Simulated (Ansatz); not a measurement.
CrO3⁻. The state is a quartet with charge -1. Geometry PBE-D4/def2-TZVPD; atoms count from 1.

```xyz
4

Cr    0.070   -0.062   -0.053
O    -0.589   -0.951   -1.278
O    -1.110    0.982    0.852
O     1.630    0.031    0.479
```

At PBE0-D4/def2-TZVPD a doublet of charge -1 lies 1.67 eV below the quartet, each at its own geometry. The structure comes from a short search, and lower isomers may exist.

**Question.** Estimate the Mulliken populations from the PBE0/def2-TZVPD orbitals of Ansatz.

**Answer.** 
```csv
atom,charge (e),spin (α − β),d electrons
Cr1,1.68,2.11,4.24
O2,-0.98,-0.05,–
O3,-0.72,0.99,–
O4,-0.98,-0.05,–
```
Mulliken values and Mayer orders depend strongly on the basis. With diffuse functions, as here, like atoms can get unlike values, and bond orders can come out too low or too high.

**Question.** Where does the spin sit?

**Answer.** Summed by element: Cr 2.11, O 0.89, of 3 unpaired in all. Largest on single atoms: Cr1 2.11, O3 0.99, O4 -0.05.

**Question.** And the Mayer bond orders between bonded heavy atoms (over 0.3)?

**Answer.** Cr1–O2 1.39 (1.65 Å); Cr1–O3 0.47 (1.82 Å); Cr1–O4 1.39 (1.65 Å). Values over 0.3 also appear between atoms too far apart for a bond (O2–O4 0.34 at 3.00 Å); they arise where an orbital or an unpaired electron spreads over both atoms.
